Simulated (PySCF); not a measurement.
# Dipole moment and polarisability of `FC(F)(F)[CH2][GeH2][GeH2][GeH3]`

Compound: C₂H₉F₃Ge₃.
Cartesian coordinates in Å at the PBE0-D3(BJ)/def2-SVP level; atoms count from 1:
```
atom  x, y, z in Å
F1     2.758   -0.198   -2.017
C2     2.052   -0.077   -0.888
F3     2.930    0.108    0.107
F4     1.337    1.056   -0.996
C5     1.171   -1.264   -0.645
Ge6    0.205   -1.239    1.083
Ge7   -0.966    0.856    1.404
Ge8   -2.351    1.303   -0.531
H9     1.794   -2.169   -0.679
H10    0.444   -1.323   -1.467
H11   -0.812   -2.396    1.007
H12    1.205   -1.542    2.213
H13    0.040    1.999    1.630
H14   -1.850    0.734    2.663
H15   -3.170    0.042   -0.871
H16   -1.473    1.660   -1.743
H17   -3.330    2.460   -0.259
```

Level: wB97X-D/def2-SVPD (PySCF), static field, nuclei fixed, core orbitals frozen in the response. The polarisability tensor in these axes (au):

```
x   130.59 -16.24   3.26
y   -16.24 123.91  -4.15
z     3.26  -4.15 123.86
```

**Question.** Diagonalise the tensor; give its mean and Δα, where Δα² is half the sum of the squared differences of the eigenvalues.

**Answer.** Principal values 110.56, 122.72 and 145.08 au; mean 126.12 au = 18.69 Å³ = 20.79 × 10⁻⁴⁰ C²·m²/J; Δα = 30.33 au (24 % of the mean).

**Question.** What is the dipole moment, and where does it point?

**Answer.** (-1.20, -1.47, 0.31) D, 1.92 D in size, pointing from the negative to the positive side. Measured along this direction, the outermost atoms are F3, F1 and F4 at the negative end and H11 at the positive end.

**Question.** How large is μ²/3kT at 273 K beside α?

**Answer.** In Gaussian units μ²/3kT = 32.65 Å³ against 18.69 Å³, a ratio of 1.75; the Debye molar polarisation (4π/3)N_A(α + μ²/3kT) is 129.5 cm³/mol, leaving out the vibrational part.

**Question.** Rayleigh depolarisation ratio (linearly polarised light, static tensor)?

**Answer.** ρ = 3Δα²/(45ᾱ² + 4Δα²) = 2759.4/(715798 + 3679.2) = 0.00384.

**Question.** In TDDFT the mean static polarisability is Σ f/ω² over all singlet excitations (ω in hartree). How much of it do the 10 lowest give? Their energies (eV) and oscillator strengths: 6.92, 0.3762; 7.14, 0.0013; 7.22, 0.2143; 7.30, 0.0684; 7.55, 0.0608; 7.63, 0.2394; 7.73, 0.0409; 7.88, 0.1510; 7.98, 0.1167; 8.08, 0.0554.

**Answer.** They add up to 17.95 au, 14.2 % of the 126.12 au; the largest single term is 5.81 au, from the state at 6.92 eV. Terms in order: 5.81, 0.02, 3.04, 0.95, 0.79, 3.05, 0.51, 1.80, 1.36, 0.63 au. Higher excitations give the rest. The strengths listed sum to 1.324.

Isolated species at its PBE0-D3(BJ)/def2-SVP geometry (one conformer only). The calculation is non-relativistic, for germanium too.

These values come from a run that also computed excited states and ΔSCF ions. On an Arm Neoverse V1 with one thread, on a shared host, this took 6.5 min of wall time (with the writing of density and orbital grids) and 1.5 GiB of memory at its peak.
